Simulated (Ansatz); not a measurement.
Consider the cleavage of the Si–Si bond: `O[Si@H](Cl)[Si@H](F)Cl` + `O[SiH](O)O` → `O[SiH](O)O[SiH](O)Cl` + `F[SiH2]Cl`.

Program: Ansatz. Geometries: PBE0-D4/def2-TZVP. ΔE: electronic, gas phase. CBS: MP2 limit from def2 TZ/QZ plus the TZ coupled-cluster correction, frozen cores. This one scheme is used for every species. Functionals use def2-TZVPP. B3LYP here is the variant with VWN-RPA as its local correlation; programs differ in this. One conformer a species, not always the lowest.

```json
{"level": "B3LYP", "ΔE (kJ/mol)": "-149.3"}
{"level": "MP2/def2-TZVPP", "ΔE (kJ/mol)": "-160.9"}
{"level": "MP2/def2-QZVPP", "ΔE (kJ/mol)": "-160.6"}
{"level": "HF/CBS(def2)", "ΔE (kJ/mol)": "-181.3"}
```

Q: What does CCSD(T)/CBS give? (An estimate is asked.)

A: The calculation gave: -153.5 kJ/mol. The listed levels differ from it by 4.2, -7.4, -7.1, -27.8 kJ/mol.

Largest T1 diagnostic among the species: 0.011.

From PBE to PBE0 (25 % exact exchange), in def2-TZVPP and without D4, ΔE moves by −11.8 kJ/mol. In def2-TZVPP, CCSD(T) changes the Hartree–Fock value by +22.4 kJ/mol (the triples alone add +3.3 kJ/mol) and MP2 by +17.2 kJ/mol.

CCSD(T)/CBS has its own doubt, a few kJ/mol and more with outer-core shells, so smaller differences from it don't rank the levels.
